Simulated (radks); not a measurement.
The manganese anion Mn- inside a hard spherical wall (all orbitals vanish at R), configuration held at [Ar] 3d6 4s2 and not refilled when levels cross. All-electron calculation, scalar-relativistic Kohn-Sham, PBEsol, spin-polarised, spherical densities, point nucleus; open shells are filled with parallel spins first. Program: a radial shooting solver on a logarithmic mesh with Libxc functionals. Eigenvalues in eV for spin up, with the zero of energy where the potential of the charges vanishes at infinity; a dash marks a level that is unbound or too diffuse for the functional's potential to be trusted. A positive occupied level is held by the wall or, in an anion where self-interaction has pushed it up, behind a barrier. The pressure on the wall is -dE/dV.

| R (bohr) | E (hartree) | kinetic (hartree) | e(3s) | e(3p) | e(3d) | e(4s) | e(4p, empty) | e(5s, empty) | pressure (GPa) |
|---|---|---|---|---|---|---|---|---|---|
| 15 | -1157.35569 | 1170.004 | -78.720 | -47.641 | -0.344 | -0.102 | - | - | 0.0186 |
| 7 | -1157.29548 | 1170.170 | -75.074 | -44.012 | 3.063 | 2.327 | 5.969 | 12.574 | 1.83 |
| 6 | -1157.23627 | 1170.367 | -73.614 | -42.559 | 4.424 | 3.629 | 7.845 | 18.294 | 5.72 |
| 5 | -1157.09092 | 1170.828 | -71.031 | -40.003 | 6.813 | 6.240 | 11.420 | 29.071 | 21.3 |
| 4 | -1156.67695 | 1172.069 | -65.995 | -35.063 | 11.511 | 12.390 | 19.371 | 52.205 | 103 |
| 3.5 | -1156.18465 | 1173.496 | -61.642 | -30.825 | 15.702 | 18.870 | 27.393 | 74.507 | 258 |
| 2 | -1146.59812 | 1201.454 | -22.816 | 8.259 | 59.264 | 116.44 | 134.60 | 332.62 | 12400 |
